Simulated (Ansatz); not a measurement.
System: CdSe, charge 0, singlet. CdSe (SMILES [Se]=[Cd]).
B3LYP-D3(BJ)/def2-TZVP minimum from Ansatz (a quantum-chemistry and plane-wave program):
```xyz
2

Cd     0.0000     0.0000    -0.9919
Se     0.0000     0.0000     1.4003
```
Charge 0, spin multiplicity 1.

Total energies in hartree (Ansatz). Radicals and triplets start from unrestricted determinants; spin-orbit coupling is neglected. Correlated methods leave the cores frozen (noble-gas shells, and filled d and f shells in the p block). Past Kr the def2 sets carry scalar-relativistic core potentials. The restricted determinant of CdSe ([Se]=[Cd], singlet) is unstable towards broken spin symmetry in at least one set run.

| species | HF/def2-TZVPP | CCSD(T)/def2-TZVPP | HF/def2-QZVPP | CCSD(T)/def2-QZVPP | CCSDT(Q)/def2-TZVPP |
|---|---|---|---|---|---|
| 1: CdSe (SMILES [Se]=[Cd]) | -2566.69112 | -2567.28555 | -2566.74123 | -2567.38635 | -2567.28651 |
| 2: Cd (singlet) | -166.88392 | -167.31105 | -166.88491 | -167.34967 | -167.31037 |
| 3: Se (triplet) | -2399.82719 | -2399.94997 | -2399.87465 | -2400.00689 | -2399.95067 |

Task: Work out the atomisation energy (electronic, to ground-state atoms) in kcal/mol: take Hartree-Fock from def2-QZVPP, extrapolate the CCSD(T) correlation energy as X^-3 (X = 3, 4), and add CCSDT(Q) - CCSD(T) in def2-TZVPP. 1 hartree = 627.51 kcal/mol.

Result: 
Species 1: correlation (64·(-0.64512) - 27·(-0.59443))/37 = -0.68211; step -0.00096; E1 = -2566.74123 + (-0.68211) + (-0.00096) = -2567.42430
Species 2: correlation (64·(-0.46476) - 27·(-0.42713))/37 = -0.49222; step +0.00068; E2 = -166.88491 + (-0.49222) + (+0.00068) = -167.37645
Species 3: correlation (64·(-0.13224) - 27·(-0.12278))/37 = -0.13914; step -0.00070; E3 = -2399.87465 + (-0.13914) + (-0.00070) = -2400.01449
-1·E1 +1·E2 +1·E3 = 0.03336 hartree = 20.9 kcal/mol.
